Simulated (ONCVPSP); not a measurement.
magnesium: excitation energies, all-electron against ONCV

* Element: magnesium
* Generator: ONCVPSP 4.0.1
* Type: optimised norm-conserving Vanderbilt (ONCV)
* Functional: PBE
* Relativity: scalar-relativistic
* Frozen core: [He]
* Valence charge: 10
* Reference configuration: 2s2 2p6 3s1.5 3p0.5
* Partial waves: 2s+3s: rc 1.05 bohr, ncon 4, nbas 7, qcut 12 1/bohr, 2 projectors; 2p+3p: rc 1.25 bohr, ncon 4, nbas 8, qcut 13.6 1/bohr, 2 projectors; d scattering state at 0.3 Ha: rc 1.30 bohr, ncon 4, nbas 9, qcut 7.5 1/bohr, 1 projector
* Local potential: polynomial inside 1.00 bohr (lpopt 4, dvloc0 1 Ha)
* Core correction: none

Energies are relative to the spin-unpolarised reference configuration 2s2 2p6 3s1.5 3p0.5; without spin polarisation the order of configurations can differ from experiment.

(1) Give the all-electron excitation energy and the error of the potential for: 2s2 2p6 3s2 3p0; 2s2 2p6 3s1 3p0; 2s2 2p6 3s0 3p0; 2s2 2p6 3s0 3p1.

Answers

(1)

```json
{"valence configuration": "2s2 2p6 3s2 3p0", "charge": "0", "ΔE all-electron (eV)": "-1.717", "error AE − PS (meV)": "0.0"}
{"valence configuration": "2s2 2p6 3s1 3p0", "charge": "+1", "ΔE all-electron (eV)": "6.243", "error AE − PS (meV)": "0.0"}
{"valence configuration": "2s2 2p6 3s0 3p0", "charge": "+2", "ΔE all-electron (eV)": "21.268", "error AE − PS (meV)": "-0.8"}
{"valence configuration": "2s2 2p6 3s0 3p1", "charge": "+1", "ΔE all-electron (eV)": "10.611", "error AE − PS (meV)": "-0.2"}
```
